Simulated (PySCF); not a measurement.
PySCF input for C2H5BBrCl, SMILES ClB(Br)CC, B3LYP/pcSseg-1. Geometry: B3LYP-D3(BJ)/def2-SVP. The values are those of a single conformer.

```python
import numpy as np
from pyscf import gto, scf, dft
from pyscf.prop.nmr import rks as nmr

mol = gto.M(
    atom='''
    B     0.04482604   -0.15850528   -0.31557364
    Cl    0.50008504    0.98104662   -1.57479484
    Br   -0.23718730    0.52659389    1.46693686
    C    -0.13431011   -1.68777719   -0.59140435
    C     0.09081679   -2.18237484   -2.02240317
    H    -1.14788335   -1.95537468   -0.23485976
    H     0.53366234   -2.21364739    0.11833979
    H     1.11235641   -1.95964420   -2.36754660
    H    -0.60070918   -1.69629332   -2.72798989
    H    -0.06048637   -3.27018052   -2.09850790
    ''',
    basis='pcSseg-1',
    charge=0,
    spin=0,
    max_memory=1600,
    verbose=3,
)
mf = dft.RKS(mol, xc='b3lyp')
mf.grids.level = 3
mf.conv_tol = 1e-10
mf.max_cycle = 100
mf.kernel()
n = nmr.NMR(mf)
n.verbose = 2
n.max_cycle_cphf = 60
sigma = n.kernel()
print('atom   isotropic/ppm   span/ppm')
for i, s in enumerate(sigma):
    w = np.linalg.eigvalsh((s + s.T) / 2)
    print(f'{mol.atom_symbol(i):2s}{i + 1:3d} {w.mean():14.3f} {w[2] - w[0]:11.3f}')
```

Output:

```
converged SCF energy = -3138.26503926905
atom   isotropic/ppm   span/ppm
B   1         20.685      98.448
Cl  2        625.183     599.772
Br  3       2061.496    1028.463
C   4        150.453      46.758
C   5        167.401      18.812
H   6         29.682       8.981
H   7         29.697       8.968
H   8         30.205       9.409
H   9         30.216       9.407
H  10         30.328      12.422
```

The run converged.
